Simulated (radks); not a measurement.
Results of a calculation; reference values are marked as such.
Problem. These are the eigenvalues of the occupied orbitals of an atom or ion with whole-number occupations (eV). Code: a radial shooting solver on a logarithmic mesh with Libxc functionals. Model: Dirac Kohn-Sham, PBE, spin-unpolarised, spherical densities, finite nucleus; Fermi nuclear charge, rms radius of each element as measured or else 0.836 A^(1/3) + 0.57 fm.

orbital  eigenvalue
1s1/2     -40237.81
2s1/2     -6444.925
2p1/2     -6085.628
2p3/2     -5638.988
3s1/2     -1391.383
3p1/2     -1239.173
3p3/2     -1151.376
3d3/2     -885.2372
3d5/2     -866.3763
4s1/2     -285.9675
4p1/2     -229.5166
4p3/2     -210.7984
4d3/2     -118.2405
4d5/2     -114.9855
5s1/2      -49.9351
5p1/2      -34.9826
5p3/2      -32.4039
4f5/2      -13.0407

Which element is it, and in what charge state? The configuration may be excited. Open shells, if any, fill j = l - 1/2 first.

Solution. Z = 58, cerium, charge +2: Ce2+ in [Xe] 4f2. The list shows which subshells hold electrons but not how many an open one holds; the 1s level, -1478.7 hartree, gives Z - s = 54.4 by -(Z - s)^2/2, which with screening and relativity narrows Z to a few neighbours, and the depths of the outer levels then fix element, charge and occupations together.
